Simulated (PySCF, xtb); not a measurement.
C5H7F, SMILES C=CC/C=C\F.

GFN2-xTB run with xtb at its own geometry gives an orbital gap of 4.94 eV and a dipole moment of 1.84 D.

Geometry: B3LYP-D3(BJ)/def2-SVP. The structure was generated by enumeration; whether it is a known compound was not checked. The values are those of a single conformer.

What does PBE/def2-TZVP (PySCF) give? (Estimate from the structure and the level; the computed values follow.)

gap 4.95 eV (levels -6.08 and -1.13 eV), dipole 1.02 D.
